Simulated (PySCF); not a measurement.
C5H5F, SMILES C([C@H](C#C)F)=C.

Coordinates come from a PBE0-D3(BJ)/def2-SVP optimisation. The structure was generated by enumeration; whether it is a known compound was not checked. The values are those of a single conformer.

Level of theory: PySCF with TDA-PBE/def2-SVPD.

Vertical excitations. 

| state | energy (eV) | λ (nm) | f | main pairs |
|---|---|---|---|---|
| S1 | 5.77 | 215 | 0.003 | HOMO−1→LUMO 90 % |
| S2 | 5.83 | 213 | 0.003 | HOMO→LUMO+1 80 %, HOMO→LUMO 14 % |
| S3 | 6.08 | 204 | 0.011 | HOMO−1→LUMO+1 84 % |
| S4 | 6.12 | 203 | 0.012 | HOMO−2→LUMO 73 % |
| S5 | 6.57 | 189 | 0.030 | HOMO→LUMO+2 73 %, HOMO→LUMO 12 % |
| S6 | 6.76 | 183 | 0.016 | HOMO−2→LUMO+1 48 %, HOMO−1→LUMO+2 44 % |
| S7 | 7.12 | 174 | 0.019 | HOMO→LUMO+3 97 % |
| S8 | 7.26 | 171 | 0.033 | HOMO−2→LUMO+2 56 %, HOMO−1→LUMO+3 29 %, HOMO−1→LUMO+2 9 % |
| S9 | 7.30 | 170 | 0.003 | HOMO−1→LUMO+3 60 %, HOMO−2→LUMO+2 30 % |
| S10 | 7.48 | 166 | 0.010 | HOMO−3→LUMO 86 % |
| T1 | 4.52 | 274 | 0 | HOMO→LUMO 85 % |
| T2 | 5.15 | 241 | 0 | HOMO−2→LUMO+1 33 %, HOMO−2→LUMO 19 %, HOMO−1→LUMO+2 11 %, HOMO−1→LUMO 10 % |
| T3 | 5.41 | 229 | 0 | HOMO−1→LUMO 48 %, HOMO−1→LUMO+1 35 %, HOMO−2→LUMO+1 8 % |
| T4 | 5.52 | 225 | 0 | HOMO−1→LUMO+1 28 %, HOMO→LUMO+1 24 %, HOMO−1→LUMO 23 %, HOMO−1→LUMO+2 10 % |
Triplets are in the Tamm–Dancoff approximation.
